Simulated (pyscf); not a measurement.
## `[OH][Si]([OH])[F]`, doublet

Gas-phase minimum from PySCF at ωB97X-D3(BJ)/def2-SVP, one conformer. Other isomers of HO–Si•(OH)–F were not searched in full and may lie lower. 

```xyz
6

O      0.9263    -0.3812     0.3621
Si     0.2053     0.2835    -0.9789
O     -0.4842     1.7137    -0.5208
F     -1.0251    -0.6448    -1.4937
H      1.4661    -1.1681     0.2284
H      0.0584     2.2939     0.0248
```
Charge 0, spin multiplicity 2.

Bond lengths (Å): O1–Si2 1.661, O1–H5 0.964, Si2–O3 1.652, Si2–F4 1.625, O3–H6 0.964. Angles (°): Si2–O1–H5 117.3, O1–Si2–O3 107.7, O1–Si2–F4 110.8, O3–Si2–F4 105.4, Si2–O3–H6 116.3.

Properties at ωB97X-D3(BJ)/def2-SVP:

```json
{
 "harmonic_wavenumbers_unscaled": "138, 220, 296, 313, 394, 770, 777, 810, 945, 962, 3925, 3927 cm⁻¹",
 "zero_point_energy": "19.3 kcal/mol",
 "rotational_symmetry_number": "1",
 "Entropy of this conformer at 298 K and 1 atm, rigid rotor and harmonic oscillator, modes under 100 cm⁻¹ raised to 100": "313.1 J/(mol K)",
 "dipole_moment": "2.83 D",
 "Spin expectation value S2": "0.752"
}
```

Single-point totals, which compare only within one level (frozen core for MP2 and CC):

| level | total energy (hartree) |
|---|---|
| ωB97X-D3(BJ)/def2-TZVP | -541.26863 |
| PBE/def2-TZVP | -540.82783 |
| r²SCAN/def2-TZVP | -541.09385 |
| B3LYP-D3(BJ)/def2-TZVP | -541.25407 |
| PBE0-D3(BJ)/def2-TZVP | -540.85333 |
| M06-2X/def2-TZVP | -541.12328 |
| ωB97M-D3(BJ)/def2-TZVP | -541.31563 |
| UHF/def2-TZVPP | -539.52301 |
| MP2/def2-TZVPP | -540.34939 |
| CCSD/def2-TZVPP | -540.35655 |
| CCSD(T)/def2-TZVPP | -540.38450 |

Soft torsions are taken as harmonic, which can shift the entropy by several J/(mol K). The CCSD(T) − MP2 part came from Ansatz, without density fitting, on the same reference.
